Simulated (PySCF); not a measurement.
# Working out the electron affinity of Tl

Tl⁻ [Xe] 4f14 5d10 6s2 6p2 (3P) → Tl [Xe] 4f14 5d10 6s2 6p1 (2P). Computed with PySCF 2.14 in aug-cc-pVTZ-PP with one added diffuse shell each of d, f type with ECP60MDF (6s5p5d3f, 67 functions), with scalar relativity through the core potential. Frozen: 5s2 5p6 5d10. Energies in hartree (1 hartree = 27.21139 eV):

```tsv
part	Tl⁻ (lower)	Tl (upper)
UHF	-171.514875	-171.515188
CCSD correlation	-0.045817	-0.035182
(T)	-0.001533	-0.000516
```

What does Hartree-Fock give?

(-171.515188) − (-171.514875) = -0.000313 hartree = -0.009 eV.

What do CCSD and CCSD(T) give?

The CCSD correlation energies differ by 0.010635 hartree = 0.289 eV and the triples by 0.001017 hartree = 0.028 eV, so CCSD gives 0.280 eV and CCSD(T) 0.308 eV.

Reference: 0.320 eV (measured; photodetachment measurements, as compiled on the Wikipedia data page of electron affinities), between the lowest levels; spin-orbit coupling is absent from the calculation.

What remains against the reference includes basis incompleteness, the frozen core and higher excitations.
